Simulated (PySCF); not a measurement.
## Energy profile

The step: GaNH₄ ([NH2][GaH2]) → GaNH₂ ([NH][GaH]) + H₂; bonds formed: H2–H4; bonds broken: Ga1–H2, N3–H4 (atoms numbered as in the saddle structure below).

```tsv
atom	x (Å)	y (Å)	z (Å)
Ga1	-0.4176	-0.6790	0.1525
H2	1.3779	-0.1600	0.6458
N3	-0.2362	0.9206	-0.5357
H4	0.9999	0.5437	0.1548
H5	-0.8148	-2.0846	0.6526
H6	-0.9092	1.4593	-1.0700
```

Electronic energies by CCSD(T) at an estimated basis limit (MP2 extrapolated from triple and quadruple zeta, plus CCSD(T) − MP2 in triple zeta), on PBE0-D4/def2-TZVP structures; GaNH₄, closed shell; no counterpoise correction. Computed with PySCF 2.14 with density fitting (its default auxiliary sets; JK sets also for MP2 and CCSD(T)) (basis: def2-TZVPP and def2-QZVPP); correlated methods freeze the cores. Filled d shells of the heavier atoms are correlated. The def2 sets are not built for correlating such inner shells, so the correlated values are less sure here. Extrapolation: Hartree–Fock as exp(−7.88 √X), correlation as X^−2.97.

**Question.** Give the profile in kJ/mol, counted from the start structure. (Judge from chemistry; the value comes from the calculation.)

**Answer.** The calculation gives:
```tsv
point	kJ/mol
start structure	0.0
saddle	320.6
end structure	243.9
separated: GaNH₂ (linked as [NH][GaH]; Ga1, N3, H5, H6; singlet) + H₂ (H2, H4; singlet)	248.0
```

No T1 diagnostic of these runs exceeds 0.025. The restricted Hartree–Fock reference is unstable towards an unrestricted one at one or more of these structures.

For scale, one of the runs: CCSD(T)/def2-TZVPP, 135 basis functions, launched by `OMP_NUM_THREADS=4 python run.py`. The run took 2.4 min on 4 CPU threads of an AMD EPYC (shared host), with 0.81 GiB of host memory at its peak.
